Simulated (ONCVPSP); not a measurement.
oxygen: variants of one ONCV potential

Base potential:

oxygen, optimised norm-conserving Vanderbilt (ONCV), made with ONCVPSP 4.0.1 (PBEsol, scalar-relativistic). Core [He], reference 2s2 2p4. Waves: 2s: rc 0.60 bohr, ncon 4, nbas 7, qcut 9.6 1/bohr, 2 projectors, debl 1.2 Ha; 2p: rc 1.20 bohr, ncon 3, nbas 6, qcut 9.7 1/bohr, 2 projectors, debl 2.3 Ha. Local part: polynomial inside 0.45 bohr (lpopt 5, dvloc0 0 Ha). Core correction: polynomial model core, fcfact 0.15.

All-electron outer shells of the reference configuration (PBEsol, scalar-relativistic, ld1.x):

| shell | level (eV) | outermost node (bohr) | outermost maximum (bohr) |
| --- | --- | --- | --- |
| 1s | -512.77 | – | 0.13 |
| 2s | -23.81 | 0.28 | 0.87 |
| 2p | -8.97 | – | 0.82 |

Cutoffs, loose and tight: the cutoffs (Ha) at which the residual kinetic energy of the hardest occupied pseudo-wave falls to 1 and 0.1 mHa per electron. They do not see the model core or the augmentation charge, which bear on the density cutoff. Test errors are all-electron minus pseudo excitation energies from the reference, over the configurations 2s2 2p3; 2s2 2p2; 2s2 2p1; 2s2 2p3.5. A dash means not determined; rows that change the core or the reference have their own tests.

A true bound ghost makes a file unfit for plane-wave use even where its test errors are small: the radial tests pick states by their node count and pass the ghost by.

| change | outcome | cutoff, loose | cutoff, tight | bound ghosts | GHOST(+) flags above zero | largest test error (meV) |
| --- | --- | --- | --- | --- | --- | --- |
| base | generated | 268 Ha | 345 Ha | s | s | +395 |
| p: rc 0.84 | generated | 268 Ha | 345 Ha | s | s | +94 |
| p: rc 1.24 | generated | 268 Ha | 345 Ha | s | s | +435 |
| p: rc 1.38 | generated | 268 Ha | 345 Ha | s | s | +590 |
| p: rc 1.48 | generated | 268 Ha | 345 Ha | s | s | +694 |
| p: rc 1.72 | generated | 268 Ha | 345 Ha | s | s | +1230 |

**Question.** What comes out with this change to the base: p: rc 0.96?

**Answer.** outcome: generated; cutoff, loose: 268 Ha; cutoff, tight: 345 Ha; bound ghosts: s; GHOST(+) flags above zero: s; largest test error (meV): +174.

**Question.** What comes out with this change to the base: p: rc 1.64?

**Answer.** outcome: generated; cutoff, loose: 268 Ha; cutoff, tight: 345 Ha; bound ghosts: s; GHOST(+) flags above zero: s; largest test error (meV): +1023.

**Question.** What comes out with this change to the base: p: rc 1.1?

**Answer.** outcome: generated; cutoff, loose: 268 Ha; cutoff, tight: 345 Ha; bound ghosts: s; GHOST(+) flags above zero: s; largest test error (meV): +291.

Reading the sweep of the p radius (base included, trends over the rows without a ghost): Bound ghosts are found at 0.84, 0.96, 1.1, 1.2, 1.24, 1.38, 1.48, 1.64, 1.72 bohr. Every judged row has one, so this setting neither creates nor removes them.
